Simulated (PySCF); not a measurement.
Gas-phase equilibrium of 1 mol GeCl₄, 18 mol O₂ at 1000 K and 0.0100 bar, among 12 species (ClO, O₂, O, GeCl₃, Ge₂O₂, O₃, GeCl₄, Cl, Cl₂, GeO₂, GeCl₂, GeO). Only gases are allowed; each row takes one source of thermochemistry for all species, and Cantera finds the minimum.

Method: PySCF energies plus ideal-gas RRHO corrections (1 bar). † marks an energy on the PBE0/def2-TZVP geometry and frequencies; other levels use their own. 6-31G* has spherical d functions here. Open shells (unrestricted) among the columns below: ClO (multiplicity 2, electronic degeneracy 4), O₂ (multiplicity 3), GeCl₃ (multiplicity 2), Cl (multiplicity 2, electronic degeneracy 6); the rest are closed-shell singlets. Spin-orbit splitting is ignored; it lowers the true energy and changes the entropy of ClO, Cl. B3LYP is the form with VWN-RPA correlation. Ge: all electrons, no relativistic terms. GeCl₃: computed as isolated molecules; such fragments, hydroxides, amides, oligomers or adducts are transient or little studied in the gas. The harmonic model lacks anharmonicity and excited electronic states, which grow with temperature; levels with a mode under 35 cm⁻¹ are left out.

Molecules larger than those listed are left out, and so are free Ge atoms, whose spin-orbit terms are large. Also missing: (GeO)n, which can matter at low temperature or high pressure.

With B3LYP/6-31G* thermochemistry: O₂ 0.95, GeCl₄ 0.052, Cl₂ 0.00041, GeCl₂ 0.00092, Cl 0.0010, GeO 1.9e-6, GeCl₃ 3.0e-6, ClO 1.8e-7.

Task: How far does the composition move with the other sources (BLYP/def2-TZVP†, M06-2X/def2-TZVP†, PBE0/def2-QZVP†, PBE0/def2-SVP†)?

Result: 
| thermochemistry | x O₂ | x GeCl₄ | x Cl₂ | x GeCl₂ | x Cl | x GeO | x GeCl₃ | x ClO |
|---|---|---|---|---|---|---|---|---|
| B3LYP/6-31G* | 0.95 | 0.052 | 0.00041 | 0.00092 | 0.0010 | 1.9e-6 | 3.0e-6 | 1.8e-7 |
| BLYP/def2-TZVP† | 0.94 | 0.046 | 0.0066 | 0.0064 | 0.00049 | 0.00024 | 7.7e-6 | 5.5e-6 |
| M06-2X/def2-TZVP† | 0.95 | 0.053 | 1.6e-5 | 1.5e-5 | 1.5e-5 | 2.6e-6 | 4.5e-7 | 3.3e-8 |
| PBE0/def2-QZVP† | 0.95 | 0.053 | 9.9e-5 | 0.00011 | 3.3e-5 | 3.7e-6 | 9.5e-7 | 2.3e-7 |
| PBE0/def2-SVP† | 0.95 | 0.053 | 9.2e-6 | 3.7e-5 | 5.7e-5 | 1.2e-7 | 4.4e-7 | 3.4e-9 |
The most sensitive of these is GeO: it spans a factor of 10^3.3 over these rows; at this temperature one factor of ten is RT ln 10 = 19 kJ/mol.
